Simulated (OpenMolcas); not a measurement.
## How basis sets differ on Cu2H2 ((CuH)2 ring)

The species is Cu2H2 (4 atoms), meant as a singlet with charge 0. The shape comes from GFN1-xTB, which is rough for such elements, and wasn't checked as a minimum.

```xyz
4

Cu   -0.8092   -0.0579    0.7696
H     0.4580    1.0785    0.5668
Cu    0.8083    0.0587   -0.7707
H    -0.4571   -1.0793   -0.5657
```

Quantity: the HOMO–LUMO gap, in eV. The values are calculated.

```
                           level          kind     program  value (eV)  CPU time
                        HF/3-21G  Hartree–Fock  OpenMolcas        7.48     3.8 s
                     HF/def2-SVP  Hartree–Fock  OpenMolcas        8.34     6.3 s
HF/6-31G** (spherical functions)  Hartree–Fock  OpenMolcas        8.15      12 s
                    HF/def2-TZVP  Hartree–Fock  OpenMolcas        8.64      17 s
```

The values span 7.48 to 8.64 eV. A Hartree–Fock LUMO above zero doesn't converge with the basis: it sinks as sets grow more diffuse. Orbital gaps aren't excitation energies. Times are those of the runs behind each value, whatever else they computed, on shared processors of several kinds: orders of magnitude only.
